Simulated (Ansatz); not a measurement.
Consider the ligand exchange at the Si–N bond: `O[Si@@H](F)N[Si@@H](O)F` + `N[SiH](O)Cl` → `O[Si@H](F)N[Si@H](O)Cl` + `N[SiH](O)F`.

Calculated with Ansatz (gas phase, PBE0-D4/def2-TZVP geometries, no zero-point term in ΔE). CCSD(T)/CBS is the MP2 limit (def2-TZVPP, def2-QZVPP) plus CCSD(T) − MP2 in def2-TZVPP, frozen cores. This one scheme is used for every species. Functionals use def2-TZVPP. B3LYP here is the variant with VWN-RPA as its local correlation; programs differ in this. Each species was taken in one conformer, which may not be the lowest.

(1) Is it downhill or uphill in electronic energy at CCSD(T)/CBS, and by how much? (An estimate is asked.)

(2) What do these levels give: PBE-D4, r2SCAN-D4, ωB97X-V, ωB97M-V, B2PLYP, B3LYP, HF/def2-TZVPP, MP2/def2-TZVPP, SCS-MP2/def2-TZVPP, SCS-MP2/def2-QZVPP, HF/CBS(def2), CCSD/CBS(def2)? (Best estimate.)

Largest T1 diagnostic among the species: 0.012.

Answers

(1) The calculation gave: Nearly level: ΔE = -2.7 kJ/mol.

(2) Computed: PBE-D4 -3.5, r2SCAN-D4 -2.0, ωB97X-V -1.9, ωB97M-V -2.3, B2PLYP -2.2, B3LYP -1.5, HF/def2-TZVPP 0.7, MP2/def2-TZVPP -3.4, SCS-MP2/def2-TZVPP -2.5, SCS-MP2/def2-QZVPP -2.1, HF/CBS(def2) 1.0, CCSD/CBS(def2) -1.9 kJ/mol.

In def2-TZVPP, CCSD(T) changes the Hartree–Fock value by −4.0 kJ/mol (the triples alone add −0.8 kJ/mol) and MP2 by −4.1 kJ/mol.
